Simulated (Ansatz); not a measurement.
Program: Ansatz 0.2.0.

A structure relaxed at PBE0-D4/def2-TZVP, charge 0, multiplicity 1:

Cartesian coordinates in Å:
```
O -0.658 -2.122 2.350
C -0.300 -1.910 1.262
N 0.068 -1.763 0.126
Sn 0.551 -0.237 -1.087
N 0.408 1.428 0.030
C -0.440 2.207 0.382
O -1.208 2.998 0.757
H 2.182 -0.406 -1.493
H -0.603 -0.195 -2.326
```

Task: Give its formula and SMILES.

Result: C2H2N2O2Sn, `O=C=[N][SnH2][N]=C=O`.

Task: Summarise the bond lengths by kind.

Result: 2 × C–O 1.165 Å; 2 × C–N 1.203 Å; 2 × N–Sn 2.008 to 2.010 Å; 2 × H–Sn 1.689 to 1.695 Å.
